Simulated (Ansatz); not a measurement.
Species: H6B3N, SMILES `BBBN` (charge 0, multiplicity 1), formula H6B3N.

How many basis functions does frozen-core CCSD(T)/cc-pVTZ // B3LYP-D3(BJ)/def2-TZVP (Ansatz, a quantum-chemistry and plane-wave program) use, how many core orbitals are frozen, and how many electrons are correlated?

204 basis functions and 4 frozen orbitals, which leaves 20 correlated electrons. Core time is of the order of minutes.
